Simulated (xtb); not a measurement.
GeCl4, SMILES [Cl][Ge]([Cl])([Cl])[Cl]. All values are semi-empirical tight-binding results from xtb (GFN2-xTB unless named), good for trends rather than for accurate numbers. Geometry: GFN2-xTB. The isomer is the one that the SMILES or the coordinates give; other isomers of the formula were not compared.

Optimised geometry:

Bonds (Å): Cl1–Ge2 2.127, Ge2–Cl3 2.127, Ge2–Cl4 2.127, Ge2–Cl5 2.127. Bond angles (°): Cl1–Ge2–Cl3 109.5, Cl1–Ge2–Cl4 109.5, Cl1–Ge2–Cl5 109.5, Cl3–Ge2–Cl4 109.5, Cl3–Ge2–Cl5 109.5, Cl4–Ge2–Cl5 109.5.
Charge 0, spin multiplicity 1.

For metal compounds this method's bond lengths and energies can be far off.

```yaml
point_group_as_xtb_finds_it: Td
orbital_gap: 5.03 eV
zero_point_energy: 2.8 kcal/mol
G − E(el) at 298.15 K (modified RRHO): -17.6 kcal/mol
```

### Question
Give the atomic charges and the Wiberg bond orders between heavy atoms. (Estimate from the structure and the level; the computed values follow.)

### Answer
charges (e) Cl1 -0.09, Ge2 0.35, Cl3 -0.09, Cl4 -0.09, Cl5 -0.09. Bond orders Cl1–Ge2 1.09, Ge2–Cl3 1.09, Ge2–Cl4 1.09, Ge2–Cl5 1.09.
